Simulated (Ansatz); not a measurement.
Start from `N[SiH2]C[Si](N)(F)F` and change one atom or group to get `CO[Si](N)(F)F`.

Ansatz, PBE0-D4/def2-TZVP geometries, multiplicity 1. Each molecule was computed in one conformer, which needn't be the lowest.

| property | `N[SiH2]C[Si](N)(F)F` |
| --- | --- |
| HOMO–LUMO gap (ωB97M-V/def2-TZVPP) / eV | 11.93 |
| size of the dipole moment (B3LYP/def2-TZVPP) / D | 2.40 |
| HOMO–LUMO gap (B3LYP/def2-TZVPP) / eV | 7.58 |
| LUMO energy (PBE/def2-TZVPP) / eV | -0.44 |
| HOMO energy (PBE0/def2-TZVPP) / eV | -7.72 |
| LUMO energy (B3LYP/def2-TZVPP) / eV | 0.10 |

(1) What does the change do to each property? (An estimate is asked.)

Results:

(1) Ansatz gave: 
```
                                        property  `CO[Si](N)(F)F`  shift
         HOMO–LUMO gap (ωB97M-V/def2-TZVPP) / eV            12.82   0.89
size of the dipole moment (B3LYP/def2-TZVPP) / D             1.67  -0.73
           HOMO–LUMO gap (B3LYP/def2-TZVPP) / eV             8.30   0.72
               LUMO energy (PBE/def2-TZVPP) / eV            -0.09   0.35
              HOMO energy (PBE0/def2-TZVPP) / eV            -8.16  -0.44
             LUMO energy (B3LYP/def2-TZVPP) / eV             0.42   0.32
```

With PBE0 the HOMO falls by 0.44 eV and the LUMO rises by 0.41 eV, so the gap widens by about 0.85 eV. PBE moves the HOMO by -0.31 eV and ωB97M-V by -0.51 eV. Dipoles are sizes alone; their direction can turn.

B3LYP here is the variant with VWN-RPA as its local correlation; programs differ in this.
